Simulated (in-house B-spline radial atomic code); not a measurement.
Results of a calculation; reference values are marked as such.
Mg in an electron gas of r_s = 3.3: phase shifts, screening and friction

A nucleus sits in a uniform electron gas with a rigid positive background. The Kohn-Sham equations are solved self-consistently in the spin-unpolarised LDA (PW92), non-relativistic, on B-splines with outgoing waves at the boundary and partial waves to l = 8. The model has no lattice, no bands and no magnetic solution. Atomic units; δ_l are the phase shifts at the Fermi level, counted so that each bound state adds π, and good to about 0.0005.

The density parameter is r_s = 3.3 bohr.

```tsv
l	δ_l (rad)
0	6.9806
1	3.8324
2	0.0727
3	0.0014
4	-0.0001
5	0.0000
6	0.0000
7	0.0000
8	0.0000
```

Bound levels below the band bottom (hartree): s -45.71, s -2.653, p -1.468, s -0.006815.

Question: Check the Friedel sum rule, and say where the screening charge sits.

Answer: k_F = (9π/4)^(1/3)/r_s = 0.58156. The rule is Z = (2/π) Σ (2l + 1) δ_l. The terms are s 4.444, p 7.319, d 0.231, f 0.006 and -0.001 beyond, in all 12.000 against Z = 12. Bound states hold 6 s, 6 p, 0 d electrons, so the scattering states carry 0.00 in all; where a term is smaller than its bound count, the bound level has drawn weight out of the band.

Question: Find the transport cross section and the electronic stopping of a 10 keV Mg ion (mass 24.3 u).

Answer: σ_tr = (4π/k_F²) Σ (l + 1) sin²(δ_l − δ_(l+1)). The terms for l = 0 to 3 are 0.0000, 0.6716, 0.0152, 0.0000, all together 0.6869, so σ_tr = 37.155 × 0.6869 = 25.522 bohr². With n = 3/(4π r_s³) = 0.006643, the friction coefficient is Q = n k_F σ_tr = 0.0986. For v well below v_F = 0.582, dE/dx = Q v; with 24801 eV per u at v = 1, v = √(10000/(24801 × 24.3)) = 0.1288, so dE/dx = 0.01270 hartree/bohr = 6.53 eV/nm. The largest term couples the p and d waves.
